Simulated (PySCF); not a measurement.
Radial density of Ru (ruthenium, neutral)

TPSSh, [Kr] 4d6 5s2, high-spin 5D determinant (an excited configuration). All numbers are calculated (PySCF 2.14, scalar relativity through the core potential, in def2-TZVPPD with the def2 core potential (28 electrons)). This is the valence pseudo-density: the core potential removes the inner electrons and smooths the orbitals near the nucleus.

```
r (bohr)  4πr²ρ (e/bohr)  4πr²(ρα − ρβ)
  0.0400       1.227e-05         0.0000
  0.0673       5.392e-05         0.0000
   0.113       0.0003457         0.0000
   0.190        0.003903         0.0007
   0.320         0.09587         0.0177
   0.539           2.657         0.3543
   0.906           13.29         2.3018
    1.52           7.166         2.5028
    2.56           1.784         0.6309
    4.31          0.3897         0.0072
    7.25         0.01726        -0.0060
    12.2       1.996e-05         0.0000
```

Energies and moments cover only the electrons outside the core potential.

(1) Where is the radial spin density 4πr²(ρα − ρβ) most negative, and why is it negative at all?

## Answers

(1) Around r = 7.25 bohr, down to -0.0060 e/bohr: exchange with the open shell polarises the paired shells in an unrestricted calculation.
